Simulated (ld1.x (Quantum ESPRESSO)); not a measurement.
boron, TM: configuration errors across variants

| Property | Result |
| --- | --- |
| Element | B (Z = 5) |
| Generator | ld1.x (Quantum ESPRESSO) 7.5 |
| Type | norm-conserving Troullier–Martins (Kleinman–Bylander form) |
| Functional | PBEsol |
| Relativity | non-relativistic |
| Frozen core | [He] |
| Valence charge | 3 |
| Reference configuration | 2s2 2p1 |
| Partial waves | 2p (bound): rc 3.70 bohr; 2s (bound): rc 1.55 bohr |
| Local potential | the s channel |
| Core correction | none |

All-electron excitation energies from the reference (eV): (1) 2s2 2p0 8.142; (2) 2s1 2p0 33.396; (3) 2s2 2p0.5 2.856; (4) 2s2 2p1.3 -0.725; (5) 2s0 2p3 11.644; (6) 2s1 2p1 14.259; (7) 2s1 2p2 5.813.

3 further variants failed, have other tests or another functional or relativity, and are left out.

Errors AE − PS in meV (a dash: test not solved or not reliable):

```tsv
change	(1)	(2)	(3)	(4)	(5)	(6)	(7)	bound ghosts
base	+169	+503	+25	+2.6	-122	-80	-33	none
all radii scaled by about 0.87 (s 1.34, p 3.22 bohr)	+98	+316	+14	+1.2	-69	-48	-17	none
wave 2p (bound): rc 3.70 bohr becomes 2p (bound): rc 2.68 bohr	+54	+189	+7.3	+0.6	-20	-24	-5.1	none
wave 2s (bound): rc 1.55 bohr becomes 2s (bound): rc 2.00 bohr	+174	+501	+26	+2.7	-127	-86	-39	none
core correction a·sin(br)/r model core inside 1.90 bohr	+169	+503	+25	+2.6	-122	-80	-33	none
wave 2s (bound): rc 1.55 bohr becomes 2s (bound): rc 1.20 bohr	+168	+503	+25	+2.5	-127	-79	-33	none
wave 2s (bound): rc 1.55 bohr becomes 2s (bound): rc 1.86 bohr	+172	+502	+26	+2.6	-123	-84	-36	none
core correction a·sin(br)/r model core inside 1.10 bohr	+168	+486	+25	+2.5	-149	-85	-38	none
```

Q: Give the same row for: type RRKJ; local potential all-electron potential smoothed inside 1.35 bohr (lloc = -1).

A: +231, +670, +36, +3.9, -186, -99, -48; bound ghosts: none.
